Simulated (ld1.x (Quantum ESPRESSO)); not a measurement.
Cutoff test, Hg, PAW

ld1.x (Quantum ESPRESSO) 7.5 input, shortened:

```
&input
   title='Hg', zed=80., rel=1, dft='PZ', iswitch=3,
   config='[Xe] 4f14 5d10 6s0 6p0'
 /
 &inputp
   pseudotype=3, lpaw=.true., tm=.true., lloc=-2, rcloc=1.50,
   nlcc=.false.,
   which_augfun='BESSEL', rmatch_augfun=1.05
 /
6
6S  1  0   0.00   0.00  1.65  1.90  0.0
6S  1  0   0.00  -0.40  1.65  1.90  0.0
6P  2  1   0.00   0.00  2.70  3.15  0.0
6P  2  1   0.00  -0.70  2.70  3.15  0.0
5D  3  2  10.00   0.00  1.35  1.60  0.0
5D  3  2   0.00   0.35  1.35  1.60  0.0
 &test
   configts(1)='5d10 6s0 6p0'
 /
```

The pseudo-atom Hamiltonian at the reference potential is diagonalised in spherical Bessel functions j_l(qr) that vanish at 20 bohr, with q² up to the cutoff. All-electron valence levels (Ry): 6s -1.7482, 6p -1.1072, 5d -2.1368.

Question: How do the lowest levels (Ry) of each channel move with the cutoff, and are there ghosts?

Answer:

| cutoff (Ry) | s #1 | s #2 | s #3 | p #1 | d #1 | f #1 | Σ f·Δε (mRy) |
| --- | --- | --- | --- | --- | --- | --- | --- |
| 8 | -3.7708 | -1.7250 | -0.5794 | -1.1071 | -1.1853 | -0.2861 | 9515.0 |
| 12 | -4.9972 | -1.7473 | -0.5871 | -1.1072 | -1.5232 | -0.2875 | 6136.1 |
| 21 | -5.5744 | -1.7480 | -0.5873 | -1.1072 | -1.9896 | -0.2885 | 1472.3 |
| 30 | -5.6051 | -1.7481 | -0.5874 | -1.1072 | -2.1097 | -0.2888 | 271.1 |
| 45 | -5.6066 | -1.7482 | -0.5874 | -1.1072 | -2.1362 | -0.2888 | 6.6 |
| 55 | -5.6071 | -1.7482 | -0.5874 | -1.1072 | -2.1363 | -0.2888 | 5.1 |
| 80 | -5.6072 | -1.7482 | -0.5874 | -1.1072 | -2.1368 | -0.2888 | 0.7 |
| 100 | -5.6072 | -1.7482 | -0.5874 | -1.1072 | -2.1368 | -0.2888 | 0.4 |
| 400 | -5.6072 | -1.7482 | -0.5874 | -1.1072 | -2.1368 | -0.2888 | 0.0 |

Result: ghost state, extra bound levels that the all-electron valence spectrum of the same l lacks: s at -76.3 eV (a true bound ghost makes a file unfit for plane-wave use); 10 mRy is reached at 45 Ry and 1 mRy at 80 Ry.

Test run stopped at test 6 of 9 (negative rho), 4 before it not solved.
